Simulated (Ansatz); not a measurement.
Al₈N₈⁺, a nanocrystal cut from wurtzite AlN (bare). The state is a doublet with charge 1. Geometry PBE-D4/def2-SVP, that of the neutral singlet; atoms count from 1.

Cartesian coordinates in Å:
```
Al 0.4609 3.0318 -1.2504
N -0.5633 1.5752 -1.4283
Al -1.5236 0.0077 -1.4863
N -2.5275 -1.5222 -1.6061
Al 3.0659 1.2222 -0.2070
N 1.6658 2.5262 0.2074
N 2.1470 -0.3060 -0.3482
Al 0.5312 0.8091 0.0644
Al 1.0581 -1.7832 -0.4510
N -0.4661 -0.6993 -0.0615
N 0.0451 -3.3090 -0.5642
Al -1.5554 -2.3509 -0.1980
Al 0.9048 2.4654 2.0101
N -0.0983 0.9849 1.9610
Al -1.0757 -0.5572 1.7434
N -2.0689 -2.0947 1.6147
```

Single mean-field runs in def2-TZVP are fitted with def2-universal-jkfit. The charge 1 doublet is spin-contaminated (final ⟨S²⟩ up to 2.87, 0.75 for a pure state).

**Question.** Estimate the Mulliken populations from the PBE0/def2-TZVP orbitals of Ansatz.

**Answer.** 
```json
{"atom": "Al1", "charge (e)": "0.39", "spin (α − β)": "-0.72"}
{"atom": "N2", "charge (e)": "-0.27", "spin (α − β)": "0.00"}
{"atom": "Al3", "charge (e)": "0.41", "spin (α − β)": "-0.02"}
{"atom": "N4", "charge (e)": "-0.31", "spin (α − β)": "0.94"}
{"atom": "Al5", "charge (e)": "0.46", "spin (α − β)": "-0.54"}
{"atom": "N6", "charge (e)": "-0.40", "spin (α − β)": "-0.08"}
{"atom": "N7", "charge (e)": "-0.27", "spin (α − β)": "0.03"}
{"atom": "Al8", "charge (e)": "0.24", "spin (α − β)": "0.07"}
{"atom": "Al9", "charge (e)": "0.43", "spin (α − β)": "0.02"}
{"atom": "N10", "charge (e)": "-0.10", "spin (α − β)": "0.17"}
{"atom": "N11", "charge (e)": "-0.29", "spin (α − β)": "0.93"}
{"atom": "Al12", "charge (e)": "0.48", "spin (α − β)": "0.00"}
{"atom": "Al13", "charge (e)": "0.39", "spin (α − β)": "-0.69"}
{"atom": "N14", "charge (e)": "-0.27", "spin (α − β)": "-0.03"}
{"atom": "Al15", "charge (e)": "0.40", "spin (α − β)": "-0.05"}
{"atom": "N16", "charge (e)": "-0.30", "spin (α − β)": "0.98"}
```
Mulliken values and Mayer orders depend strongly on the basis.

**Question.** Where does the spin sit?

**Answer.** Summed by element: Al -1.94, N 2.94, of 1 unpaired in all. Largest on single atoms: N16 0.98, N4 0.94, N11 0.93.

**Question.** And the Mayer bond orders between bonded heavy atoms (over 0.3)?

**Answer.** Al1–N2 1.25 (1.79 Å); Al1–N6 0.85 (1.96 Å); N2–Al3 1.09 (1.84 Å); N2–Al8 0.82 (2.00 Å); Al3–N4 1.31 (1.83 Å); Al3–N10 0.71 (1.91 Å); N4–Al12 0.95 (1.90 Å); Al5–N6 0.91 (1.96 Å); Al5–N7 1.30 (1.79 Å); N6–Al8 0.49 (2.06 Å); N6–Al13 0.85 (1.96 Å); N7–Al8 0.77 (2.01 Å); N7–Al9 1.08 (1.84 Å); Al8–N10 0.66 (1.81 Å); Al8–N14 0.81 (2.01 Å); Al9–N10 0.70 (1.91 Å); Al9–N11 1.26 (1.83 Å); N10–Al12 0.49 (1.98 Å); N10–Al15 0.73 (1.91 Å); N11–Al12 0.93 (1.90 Å); Al12–N16 0.95 (1.90 Å); Al13–N14 1.26 (1.79 Å); N14–Al15 1.09 (1.84 Å); Al15–N16 1.31 (1.83 Å).
